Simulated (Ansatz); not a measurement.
`O[Si](F)(F)Br`, relaxed with RKS PBE-D4/def2-SVP in the Gaussian-basis code of Ansatz from a rough embedded geometry. The force threshold is 0.03 eV/Å; the program also tests the step.

Total charge 0; spin multiplicity 1.

Start:

```xyz
6

O    -0.228    0.429    1.208
Si   -0.015   -0.106   -0.299
F     0.848    0.993   -1.018
F     0.797   -1.439   -0.312
Br   -1.939   -0.420   -1.323
H     0.538    0.544    1.744
```

| step | energy (eV) | largest force (eV/Å) | largest move (Å) |
| --- | --- | --- | --- |
| 1 | -85388.0747 | 1.960 | 0.000 |
| 2 | -85388.2197 | 1.099 | 0.052 |
| 3 | -85388.2740 | 0.206 | 0.055 |
| 4 | -85388.2774 | 0.098 | 0.023 |
| 5 (rejected) | -85388.2771 | 0.076 | 0.018 |
| 6 | -85388.2778 | 0.019 | 0.005 |

End:

```xyz
6

O    -0.284    0.401    1.244
Si   -0.008   -0.095   -0.300
F     0.879    0.987   -1.118
F     0.850   -1.470   -0.336
Br   -1.944   -0.383   -1.282
H     0.507    0.560    1.791
```

It took 6.5 s on 4 threads of an Arm Neoverse V1 on a shared host, with 0.15 GiB of host memory at the peak.
